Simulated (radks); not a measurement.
Question: The iron ion Fe2+ is in [Ar] 3d(3/2: 4, 5/2: 2). All-electron calculation, Dirac Kohn-Sham, BLYP, spin-unpolarised, spherical densities, finite nucleus; Fermi nuclear charge, rms radius of each element as measured or else 0.836 A^(1/3) + 0.57 fm. Program: a radial shooting solver on a logarithmic mesh with Libxc functionals. Sub-shells are occupied by j as written (lower j first in brackets). One electron is removed from 3d3/2, 3d5/2, 3p1/2, 3p3/2 in turn, with full relaxation. Which removal costs least, and what does each cost?

Answer: 3d5/2 34.121 eV; 3d3/2 34.299 eV; 3p3/2 87.376 eV; 3p1/2 88.973 eV. The 3d5/2 electron leaves first.
